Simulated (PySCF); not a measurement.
GaFBr2, SMILES [F][Ga]([Br])[Br]. Atoms are numbered in the order given.

```xyz
4

Ga     0.0000     0.0000    -0.5309
F      0.0000     0.0000    -2.2711
Br     0.0000    -1.9781     0.5271
Br     0.0000     1.9781     0.5271
```
Charge 0, spin multiplicity 1.

Geometry: ωB97X-D3(BJ)/def2-SVP. The structure was generated by enumeration; whether it is a known compound was not checked.

Computed with ωB97X-D3(BJ)/def2-SVP run with PySCF.

Frequencies are harmonic and unscaled.

Computed normal modes with their intensities:
```
mode  ν (cm⁻¹)  IR (km/mol)  moving atoms (share of kinetic energy)
----  --------  -----------  --------------------------------------
1           88          2.2                        Br 66 %, Ga 27 %
2          146         19.4                Ga 59 %, F 31 %, Br 10 %
3          163         21.2                         F 80 %, Br 16 %
4          283          5.3                        Br 70 %, Ga 23 %
5          385         88.7                        Ga 65 %, Br 35 %
6          734         74.9                         F 78 %, Ga 22 %
```
